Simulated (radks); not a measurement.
Q: All-electron atom: the chromium ion Cr6+ in [Ar] (the NIST ground configuration). Method: scalar-relativistic Kohn-Sham, LB94 model potential, spin-polarised, spherical densities, finite nucleus; Fermi nuclear charge, rms radius 3.6452 fm; computed with a radial shooting solver on a logarithmic mesh with Libxc functionals. Some entries of the table are withheld. Estimate them.

| orbital | occ. | eigenvalue (hartree) | <1/r> (bohr^-1) | <r> (bohr) |
|---|---|---|---|---|
| 1s | 2 | -222.9250 | 23.92 | 0.06339 |
| 2s | 2 | -29.78577 | 5.056 | 0.2918 |
| 2p | 6 | -25.87263 | (1) | 0.2583 |
| 3s | 2 | -6.92976 | (2) | 0.8503 |
| 3p | 6 | -5.84489 | (3) | 0.8757 |
| 3d | 0 | -4.17709 | 1.383 | 0.8947 |
| 4s | 0 | -2.87018 | 0.7411 | (4) |

A: 
(1) 2p <1/r> (bohr^-1): 4.975
(2) 3s <1/r> (bohr^-1): 1.662
(3) 3p <1/r> (bohr^-1): 1.567
(4) 4s <r> (bohr): 1.882
